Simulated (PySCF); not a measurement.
Magnetic shielding above rings: a mixed set.

NICS is the negative of the GIAO shielding at a point without a nucleus: at the ring centre (0) and 1 Å above and below it (1); zz is the component along the ring normal. Level: GIAO PBE0/pcSseg-1 (PySCF, non-relativistic, gas phase) on the GFN2-xTB geometries, one conformer each. Atom numbers follow the mapped SMILES.

Problem. Order these rings by mean NICS(1)zz, lowest (most negative) first (ppm).
A. ring N4–N5–C6–C7–C8 in `[CH2:1]=[CH:2][CH2:3][n:4]1[n:5][cH:6][cH:7][c:8]1[CH:9]=[CH2:10]`
B. ring C3–C4–N5–N6–C7 in `[CH2:1]=[CH:2][c:3]1[cH:4][n:5][nH:6][c:7]1[CH:8]1[CH2:9][CH2:10]1`
C. ring C2–C3–C4–C5–C6 in `[O:1]=[C:2]1[CH:3]=[CH:4][CH2:5][C@@H:6]1[C:7]([Cl:8])([Cl:9])[Cl:10]`
D. ring C3–C4–C5–C6–C10–C11 in `[N:1]#[C:2][c:3]1[cH:4][cH:5][c:6](/[CH:7]=[CH:8]/[Cl:9])[cH:10][cH:11]1`
E. ring P5–C7–C8–C10 in `[F:1][C:2]([F:3])([F:4])[P@:5]1(=[S:6])[CH2:7][C@H:8]([SiH3:9])[CH2:10]1`
F. ring C2–Si3–C5–C6–S7 in `[CH2:1]=[C:2]1[Si@@H:3]([OH:4])[CH2:5][CH2:6][S@:7]1=[O:8]`

Solution. A (-28.3), B (-27.2), D (-25.1), C (-5.6), F (-3.3), E (3.9).

```tsv
SMILES	ring	NICS(0)	NICS(1)	NICS(1)zz	HOMA	rms pucker (Å)	ring atoms with four or more neighbours
C=CCn1nccc1C=C	5-membered ring with 2 N; formal bonds all aromatic	-12.1	-11.2	-28.3	0.97	0.00	0
C=Cc1cn[nH]c1C1CC1	5-membered ring with 2 N; formal bonds all aromatic	-12.0	-11.1	-27.2	0.94	0.00	0
N#Cc1ccc(/C=C/Cl)cc1	6-membered carbocycle; formal bonds all aromatic	-8.0	-10.6	-25.1	0.97	0.00	0
O=C1C=CC[C@@H]1C(Cl)(Cl)Cl	5-membered carbocycle; formal bonds 1 double, 4 single	0.8	-3.5	-5.6	–	0.01	2
C=C1[Si@@H](O)CC[S@]1=O	5-membered ring with S and Si; formal bonds all single	-1.5	-3.3	-3.3	–	0.30	3
FC(F)(F)[P@]1(=S)C[C@H]([SiH3])C1	4-membered ring with P; formal bonds all single	0.0	-0.4	3.9	–	0.05	4
```

NICS(0) gives another order. The isotropic NICS(1) gives the same order. HOMA uses Krygowski's 1993 parameters; it is left out where a ring has a four-coordinate atom, a triple bond, no multiple bond or a kind of bond without parameters. NICS(1) and NICS(1)zz are means over the two faces.
